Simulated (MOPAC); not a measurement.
MOPAC input (PM7):

```
PM7 FORCE THERMO(298,298) PRECISE LET CHARGE=-1 GEO-OK AUX(PRECISION=9) THREADS=1
H3O3Si

O    -0.59113852 1    1.19483719 1   -0.77902712 1
Si   -0.07122631 1    0.25890375 1    0.23458571 1
O     1.50754744 1   -0.20646764 1   -0.00565733 1
O    -0.90349912 1   -1.17783550 1    0.33424635 1
H    -0.02661579 1    0.63962759 1    1.63980517 1
H     1.89056433 1   -0.28342442 1   -0.86435338 1
H    -1.32112277 1   -1.57713880 1   -0.41145854 1
```

From the output:

```
     H    7   4.496952

          HEAT OF FORMATION =    -252.339494 KCALS/MOLE

          ZERO POINT ENERGY      22.261 KCAL/MOL

           NORMAL COORDINATE ANALYSIS (Total motion = 1 Angstrom)

   Root No.       1         2         3         4         5         6         7         8

                 1 A"      1 A'      2 A"      2 A'      3 A'      4 A'      3 A"      4 A"

                 190.6     252.0     355.8     357.6     387.8     714.5     727.8     815.4

           1   -0.0000   -0.0374   -0.0000   -0.0247    0.0393   -0.0583   -0.0000   -0.0000
           2    0.0450   -0.0212    0.1141   -0.0058    0.0532   -0.0057   -0.0027    0.0168
           3    0.0261    0.0365    0.0661    0.0100   -0.0918    0.0098   -0.0016    0.0097
           4    0.0000   -0.0399    0.0000   -0.0199    0.0412   -0.0319    0.0000    0.0000
           5   -0.0182   -0.0105   -0.0429    0.0004   -0.0538   -0.0340   -0.0907   -0.0486
           6   -0.0106    0.0180   -0.0249   -0.0006    0.0928    0.0586   -0.0526   -0.0282
           7   -0.0177    0.0439   -0.0824    0.0411   -0.0422    0.0719    0.0630    0.0070
           8   -0.0026   -0.0485   -0.0196   -0.0319   -0.0209    0.1380    0.1206    0.0070
           9   -0.0315   -0.0621    0.0232   -0.0438   -0.0639    0.0034    0.0069    0.0128
          10    0.0177    0.0438    0.0824    0.0410   -0.0422    0.0719   -0.0631   -0.0070
          11   -0.0286    0.0780    0.0104    0.0539    0.0659   -0.0716    0.0659    0.0146
          12    0.0134    0.0113   -0.0285    0.0059   -0.0137   -0.1180    0.1012   -0.0003
          13    0.0000   -0.0648    0.0000   -0.0475   -0.0227   -0.2151    0.0001   -0.0002
          14   -0.0696   -0.0172   -0.0778   -0.0095   -0.0666   -0.0804   -0.2113    0.6377
          15   -0.0404    0.0297   -0.0451    0.0163    0.1149    0.1387   -0.1224    0.3695
          16   -0.2347    0.1889    0.0089   -0.1541   -0.2050   -0.1268   -0.1256    0.0302
          17    0.0645   -0.0784   -0.1170    0.0772   -0.1032    0.0117   -0.0418    0.0357
          18    0.3009   -0.2493   -0.2503    0.3418   -0.0674   -0.0652   -0.1330    0.0618
          19    0.2346    0.1888   -0.0088   -0.1539   -0.2051   -0.1268    0.1257   -0.0302
          20    0.2932    0.2553   -0.2754   -0.3350    0.1098    0.0506   -0.1361    0.0713
          21   -0.0936   -0.0559    0.0229    0.1029    0.0560   -0.0426    0.0299    0.0002

   Root No.       9        10        11        12        13        14        15

                 5 A'      5 A"      6 A'      7 A'      8 A'      6 A"      9 A'

                 825.5     947.3     970.8    1074.2    2333.3    2805.8    2813.5

           1   -0.0337    0.0000    0.0421    0.2351    0.0004   -0.0000   -0.0012
           2    0.0166   -0.0050    0.0043   -0.0022    0.0004    0.0004   -0.0002
           3   -0.0286   -0.0029   -0.0073    0.0038   -0.0006    0.0002    0.0003
           4   -0.0307   -0.0000   -0.0176   -0.1435   -0.0170   -0.0000   -0.0006
           5   -0.0192    0.0224   -0.0172    0.0049    0.0138   -0.0025    0.0017
           6    0.0331    0.0130    0.0298   -0.0085   -0.0239   -0.0015   -0.0029
           7    0.0205    0.0243   -0.0239    0.0221    0.0000    0.0088   -0.0086
           8    0.0114   -0.0199    0.0214    0.0011    0.0012   -0.0219    0.0226
           9    0.0012    0.0167   -0.0200    0.0107   -0.0005    0.0105   -0.0102
          10    0.0205   -0.0243   -0.0239    0.0221    0.0000   -0.0088   -0.0086
          11   -0.0067    0.0046    0.0067   -0.0098   -0.0002   -0.0018   -0.0024
          12   -0.0093   -0.0256   -0.0285    0.0044   -0.0013   -0.0242   -0.0246
          13    0.7203   -0.0000   -0.0310   -0.0311    0.4732   -0.0000    0.0041
          14    0.1985    0.0959   -0.0204    0.0388   -0.4137   -0.0030    0.0007
          15   -0.3423    0.0556    0.0352   -0.0669    0.7141   -0.0017   -0.0013
          16    0.0096   -0.3192    0.3061   -0.2023   -0.0030   -0.1531    0.1527
          17    0.0117   -0.2014    0.2104   -0.1199    0.0022    0.4039   -0.4021
          18    0.0086   -0.1102    0.1368   -0.0662   -0.0052   -0.1872    0.1876
          19    0.0096    0.3193    0.3063   -0.2023   -0.0030    0.1530    0.1526
          20   -0.0133   -0.1956   -0.2232    0.1170    0.0034    0.0385    0.0372
          21   -0.0059   -0.1199   -0.1144    0.0710   -0.0045    0.4435    0.4422

           MASS-WEIGHTED COORDINATE ANALYSIS (NORMAL COORDINATES)

   Root No.       1         2         3         4         5         6         7         8

                 1 A"      1 A'      2 A"      2 A'      3 A'      4 A'      3 A"      4 A"

                 190.6     252.0     355.8     357.6     387.8     714.5     727.8     815.4

           1   -0.0001   -0.1959   -0.0002   -0.1443    0.1646   -0.2222   -0.0000   -0.0000
           2    0.2826   -0.1109    0.5250   -0.0338    0.2229   -0.0216   -0.0106    0.0826
           3    0.1637    0.1913    0.3042    0.0583   -0.3848    0.0373   -0.0062    0.0479
           4    0.0000   -0.2769    0.0001   -0.1543    0.2288   -0.1610    0.0001    0.0001
           5   -0.1515   -0.0726   -0.2617    0.0028   -0.2985   -0.1714   -0.4729   -0.3165
           6   -0.0878    0.1252   -0.1516   -0.0048    0.5152    0.2957   -0.2740   -0.1834
           7   -0.1108    0.2298   -0.3788    0.2399   -0.1768    0.2739    0.2479    0.0345
           8   -0.0163   -0.2542   -0.0899   -0.1864   -0.0877    0.5256    0.4744    0.0345
           9   -0.1976   -0.3252    0.1066   -0.2560   -0.2679    0.0130    0.0270    0.0629
          10    0.1109    0.2297    0.3788    0.2397   -0.1768    0.2740   -0.2481   -0.0346
          11   -0.1795    0.4086    0.0479    0.3149    0.2761   -0.2726    0.2592    0.0717
          12    0.0841    0.0590   -0.1309    0.0345   -0.0572   -0.4495    0.3981   -0.0014
          13    0.0000   -0.0852    0.0000   -0.0696   -0.0239   -0.2056    0.0000   -0.0002
          14   -0.1097   -0.0226   -0.0899   -0.0139   -0.0700   -0.0769   -0.2085    0.7864
          15   -0.0636    0.0391   -0.0521    0.0239    0.1209    0.1326   -0.1208    0.4557
          16   -0.3697    0.2484    0.0103   -0.2258   -0.2157   -0.1212   -0.1240    0.0372
          17    0.1015   -0.1031   -0.1351    0.1132   -0.1086    0.0112   -0.0413    0.0440
          18    0.4741   -0.3277   -0.2890    0.5010   -0.0709   -0.0623   -0.1313    0.0762
          19    0.3696    0.2482   -0.0102   -0.2256   -0.2157   -0.1212    0.1240   -0.0372
          20    0.4620    0.3357   -0.3179   -0.4910    0.1155    0.0484   -0.1344    0.0880
          21   -0.1475   -0.0735    0.0265    0.1509    0.0589   -0.0407    0.0295    0.0003

   Root No.       9        10        11        12        13        14        15

                 5 A'      5 A"      6 A'      7 A'      8 A'      6 A"      9 A'

                 825.5     947.3     970.8    1074.2    2333.3    2805.8    2813.5

           1   -0.1503    0.0000    0.2549    0.7406    0.0018   -0.0000   -0.0072
           2    0.0741   -0.0322    0.0258   -0.0069    0.0015    0.0023   -0.0010
           3   -0.1279   -0.0187   -0.0443    0.0121   -0.0027    0.0013    0.0016
           4   -0.1818   -0.0000   -0.1416   -0.5989   -0.0931   -0.0000   -0.0050
           5   -0.1136    0.1914   -0.1385    0.0205    0.0755   -0.0196    0.0129
           6    0.1959    0.1109    0.2389   -0.0356   -0.1304   -0.0113   -0.0223
           7    0.0915    0.1567   -0.1447    0.0697    0.0001    0.0516   -0.0502
           8    0.0509   -0.1285    0.1298    0.0035    0.0051   -0.1279    0.1322
           9    0.0054    0.1079   -0.1213    0.0337   -0.0020    0.0615   -0.0597
          10    0.0915   -0.1567   -0.1446    0.0698    0.0001   -0.0515   -0.0501
          11   -0.0299    0.0297    0.0406   -0.0309   -0.0007   -0.0103   -0.0139
          12   -0.0415   -0.1652   -0.1729    0.0138   -0.0055   -0.1415   -0.1444
          13    0.8073   -0.0000   -0.0471   -0.0246    0.4896   -0.0000    0.0061
          14    0.2225    0.1555   -0.0310    0.0307   -0.4279   -0.0044    0.0011
          15   -0.3836    0.0901    0.0535   -0.0529    0.7387   -0.0025   -0.0019
          16    0.0108   -0.5173    0.4657   -0.1600   -0.0031   -0.2246    0.2245
          17    0.0132   -0.3264    0.3200   -0.0948    0.0023    0.5925   -0.5912
          18    0.0097   -0.1786    0.2081   -0.0524   -0.0053   -0.2746    0.2759
          19    0.0108    0.5174    0.4658   -0.1600   -0.0031    0.2245    0.2243
          20   -0.0149   -0.3170   -0.3395    0.0925    0.0035    0.0565    0.0547
          21   -0.0066   -0.1942   -0.1741    0.0562   -0.0046    0.6507    0.6502

          DESCRIPTION OF VIBRATIONS

 VIBRATION          1    1A"         ATOM PAIR     ENERGY CONTRIBUTION    RADIAL
 FREQUENCY           190.62         O 4 -- H 7         +25.1% ( 96.6%)      1.5%
 TRANSITION DIPOLE   0.4897         O 3 -- H 6         +25.1% ( 96.6%)      1.6%
 TRAVEL (Ang.)       0.7862         O 1 -- Si2         +16.0% ( 77.2%)      0.0%
 REDUCED MASS        0.5723         Si2 -- O 4         +11.6% ( 65.7%)     14.0%
 EFFECTIVE MASS     13.5746         Si2 -- O 3         +11.6% ( 65.7%)     14.0%
 FORCE CONSTANT      0.0123         Si2 -- H 5         +10.6% ( 62.9%)      0.0%

 VIBRATION          2    1A'         ATOM PAIR     ENERGY CONTRIBUTION    RADIAL
 FREQUENCY           251.99         Si2 -- O 4         +28.6% (105.1%)      0.4%
 TRANSITION DIPOLE   0.4482         Si2 -- O 3         +28.6% (105.1%)      0.4%
 TRAVEL (Ang.)       0.3614         Si2 -- H 5         +18.2% ( 83.9%)      0.3%
 REDUCED MASS        2.0490         O 1 -- Si2          +8.6% ( 57.4%)     52.9%
 EFFECTIVE MASS     19.5820
 FORCE CONSTANT      0.0767

 VIBRATION          3    2A"         ATOM PAIR     ENERGY CONTRIBUTION    RADIAL
 FREQUENCY           355.80         O 1 -- Si2         +26.0% ( 73.8%)      0.0%
 TRANSITION DIPOLE   1.5287         O 3 -- H 6         +16.0% ( 57.9%)      0.3%
 TRAVEL (Ang.)       0.2406         O 4 -- H 7         +16.0% ( 57.9%)      0.3%
 REDUCED MASS        3.2739         Si2 -- O 4         +15.7% ( 57.4%)      0.0%
 EFFECTIVE MASS     16.6041         Si2 -- O 3         +15.7% ( 57.4%)      0.0%
 FORCE CONSTANT      0.2442         Si2 -- H 5         +10.5% ( 46.9%)      0.0%

 VIBRATION          4    2A'         ATOM PAIR     ENERGY CONTRIBUTION    RADIAL
 FREQUENCY           357.64         O 3 -- H 6         +26.8% ( 61.0%)      1.2%
```

The dipole moment of an ion depends on the origin.
